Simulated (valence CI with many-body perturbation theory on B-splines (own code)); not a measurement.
Yb³⁰⁺ in brief

Calculated by valence CI with perturbative core correlation (CI+MBPT): four valence electrons over a frozen Dirac-Fock core [Kr], a basis of 9 s, 9 p, 10 d, 8 f, 5 g, 3 h, 1 i functions for each j, with the one-electron correlation potential Σ1, the two-electron term Σ2, the three-electron term Σ3, Breit, model QED; selected CI, second order for the rest (own B-spline code, finite nucleus).

The last digits are not significant, and no measured levels were compared; by estimate large intervals hold to a few tenths of a per cent, small ones and those within an open d or f shell to about a per cent. Only levels of the ground parity were solved; by the run's estimate the other parity begins above the list, which can be wrong where configurations are misplaced.

Levels are named by their leading jj configuration (3d3/2^4 stands for four electrons in 3d with j = 3/2), which in mixed levels can hold well under half, so a name can repeat and another be missing.

Rates and lifetimes use the calculated energies. Strong lines usually hold to 10 to 20 %, long lifetimes can be off by a factor of two.

Q: What is the ground level?

A: (4d3/2^4) J=0, composition 56 % 4d⁴ ³P + 33 % 4d⁴ ⁵D + 11 % 4d⁴ ¹S.

Q: What is the ionisation energy?

A: 1176.8 eV; NIST lists 1175 ± 4 eV (theoretical).

Q: Name the longest-lived excited levels whose lifetime is computed, and their main decay.

A: (4d3/2^2 4d5/2^2) J=6 at 223170 cm⁻¹ lives 114 ms, mostly by M1 to (4d3/2^2 4d5/2^2) J=5. The lifetime of (4d3/2^3 4d5/2) J=4 is too uncertain to give, and may be longer.

Q: How well does LS coupling describe the low levels?

A: Among the lowest 20 levels the leading LS term, summed over configurations, holds 48 % on average. For single configurations the figures are 47 % in LS and 90 % in jj coupling. Terms mix most in the J = 4 level at 116080 cm⁻¹, where the leading one holds 30 %.
